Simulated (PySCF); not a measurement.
# Levels along the 11-electron series

One electron added to the closed shell [Ne]: EOM-EA-CCSD calculated with PySCF 2.14, two-component X2C-1e with screened spin-orbit coupling, each ion in its own even-tempered basis, 1s2 frozen, the virtual space cut to natural spinors and corrected at second order; no Breit or QED terms. Binding energy of 3s1/2 and energies of the other levels above it, in eV.

| ion | 3s1/2 binding | 3p1/2 − 3s1/2 | 3p3/2 − 3s1/2 | 3d5/2 − 3s1/2 | 3d3/2 − 3s1/2 | NIST ionisation energy |
| --- | --- | --- | --- | --- | --- | --- |
| Mg⁺ | 14.984 | 4.407 | 4.419 | 8.848 | 8.848 | 15.035 |
| Al²⁺ | 28.394 | 6.653 | 6.684 | 14.408 | 14.408 | 28.448 |
| P⁴⁺ | 64.966 | 11.005 | 11.110 | 25.454 | 25.452 | 65.025 |
| S⁵⁺ | 87.986 | 13.139 | 13.305 | 30.856 | 30.851 | 88.053 |
| Cl⁶⁺ | 114.12 | 15.260 | 15.508 | 36.191 | 36.180 | 114.20 |
| Ar⁷⁺ | 143.37 | 17.371 | 17.725 | 41.490 | 41.469 | 143.46 (s) |
| K⁸⁺ | 175.71 | 19.475 | 19.964 | 46.770 | 46.735 | 175.82 (s) |
| Ca⁹⁺ | 211.16 | 21.582 | 22.240 | 52.046 | 51.992 | 211.28 (s) |
| Sc¹⁰⁺ | 249.71 | 23.689 | 24.554 | 57.338 | 57.257 | 249.80 (s) |

Estimate the missing row, Si³⁺.

The calculation gives 3s1/2 binding 45.087; 3p1/2 − 3s1/2 8.847; 3p3/2 − 3s1/2 8.908; 3d5/2 − 3s1/2 19.971; 3d3/2 − 3s1/2 19.970. The NIST ionisation energy is 45.142.

Each ion has its own basis, which adds noise of up to about 0.1 % of the binding energies along the series.

The 3p interval goes from 0.01230 to 0.8650 eV, as Z to the power 7.60; a hydrogen-like ion gives 4, and the power is higher where the screened charge Z − σ still grows faster than Z or where Zα is large.

NIST values marked (s) are semi-empirical, (t) theoretical.
